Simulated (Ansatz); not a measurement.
Cost and result for the atomization energy of `[NH2][Sn]([NH2])([NH2])[Cl]` (11 atoms, 10 bonds).

```csv
atom,x (Å),y (Å),z (Å)
N1,-0.815,1.755,0.013
Sn2,0.216,0.040,-0.117
N3,0.561,-0.662,1.730
N4,-0.865,-1.303,-1.141
Cl5,2.262,0.423,-1.219
H6,-1.583,1.788,-0.646
H7,-0.248,2.582,-0.121
H8,0.404,0.043,2.440
H9,1.494,-1.034,1.855
H10,-0.863,-2.211,-0.694
H11,-0.564,-1.421,-2.100
```

Total charge 0; spin multiplicity 1. Correlated methods include outer-core shells of Sn, which these sets cover unevenly. Sn takes the def2 core potential. All single points use the PBE0-D4/def2-TZVP geometry. It is one conformer, not always the lowest. Program: Ansatz. All runs use 8 threads of an Arm Neoverse V1 on a shared host. Times are those of one run each, without the atoms' runs, and a repeat can differ threefold. Electronic energies, without spin–orbit coupling; frozen cores. CCSD(T)/CBS adds CCSD(T) − MP2 in def2-TZVPP to the MP2 limit, and its time is that of the two runs behind it. T1 = 0.012. With those shells the extrapolation isn't a true limit.

CCSD(T)/CBS is a level of theory with its own doubt, some kJ/mol a heavy atom from the limit and from the frozen cores, so smaller differences don't rank the functionals.

```json
{"level": "LDA (SPW92)/def2-TZVPP", "functions": "269", "wall time": "1.1 s"}
{"level": "BLYP-D4/def2-TZVPP", "functions": "269", "wall time": "1.6 s"}
{"level": "revPBE-D4/def2-TZVPP", "functions": "269", "wall time": "1.7 s"}
{"level": "BHLYP-D4/def2-TZVPP", "functions": "269", "wall time": "2.6 s"}
{"level": "CAM-B3LYP-D4/def2-TZVPP", "functions": "269", "wall time": "2.8 s"}
{"level": "r2SCAN-D4/def2-TZVPP (with forces)", "functions": "269", "wall time": "3.8 s"}
{"level": "PBE-QIDH/def2-TZVPP", "functions": "269", "wall time": "4.5 s"}
{"level": "B97M-V/def2-TZVPP", "functions": "269", "wall time": "7 s"}
{"level": "CCSD(T)/def2-SVP", "functions": "116", "wall time": "7.5 s"}
{"level": "ωB97M-V/def2-TZVPP (with forces)", "functions": "269", "wall time": "9 s"}
{"level": "MP2/def2-QZVPP", "functions": "503", "wall time": "16 s"}
{"level": "CCSD(T)/def2-TZVPP", "functions": "269", "wall time": "4.2 min"}
{"level": "CCSD(T)/CBS(def2)", "functions": "–", "wall time": "4.5 min"}
```

Problem. What atomization energy does each give, and how far from CCSD(T)/CBS? (Estimate.)

Solution. The calculation gave: 
| level | atomization (kcal/mol) | difference from CCSD(T)/CBS | per bond |
| --- | --- | --- | --- |
| LDA (SPW92)/def2-TZVPP | 964.4 | 126.6 | 12.7 |
| BLYP-D4/def2-TZVPP | 836.7 | -1.1 | -0.1 |
| revPBE-D4/def2-TZVPP | 824.2 | -13.6 | -1.4 |
| BHLYP-D4/def2-TZVPP | 798.1 | -39.7 | -4.0 |
| CAM-B3LYP-D4/def2-TZVPP | 835.0 | -2.8 | -0.3 |
| r2SCAN-D4/def2-TZVPP (with forces) | 823.5 | -14.3 | -1.4 |
| PBE-QIDH/def2-TZVPP | 814.5 | -23.3 | -2.3 |
| B97M-V/def2-TZVPP | 834.0 | -3.8 | -0.4 |
| CCSD(T)/def2-SVP | 745.7 | -92.1 | -9.2 |
| ωB97M-V/def2-TZVPP (with forces) | 834.8 | -3.0 | -0.3 |
| MP2/def2-QZVPP | 833.4 | -4.4 | -0.4 |
| CCSD(T)/def2-TZVPP | 802.6 | -35.2 | -3.5 |
| CCSD(T)/CBS(def2) | 837.8 | 0.0 | 0.0 |

In def2-TZVPP, CCSD(T) changes the Hartree–Fock value by +277.0 kcal/mol (the triples alone add +17.2 kcal/mol) and MP2 by +286.6 kcal/mol; breaking electron pairs costs correlation energy, which Hartree–Fock lacks. At CCSD(T), def2-SVP lies −92.1 kcal/mol from the extrapolated value and def2-TZVPP −35.2 kcal/mol: correlation converges slowly with the basis, and small sets miss more of it in the bonded molecule than in its fragments. The D4 term adds +9.9 kcal/mol with B3LYP and +5.3 kcal/mol with PBE0; it sums over pairs of atoms, weighted by their polarisabilities, and B3LYP, whose exchange is more repulsive, gets the larger term.

B3LYP here is the variant with VWN-RPA as its local correlation; programs differ in this.

Spin–orbit coupling would lower the free Sn atoms strongly, and the atomization energy with them, by more than many differences here. For some Ge, Se and Sn compounds the MP2-based and the directly extrapolated limit differ by 10 to 25 kJ/mol.
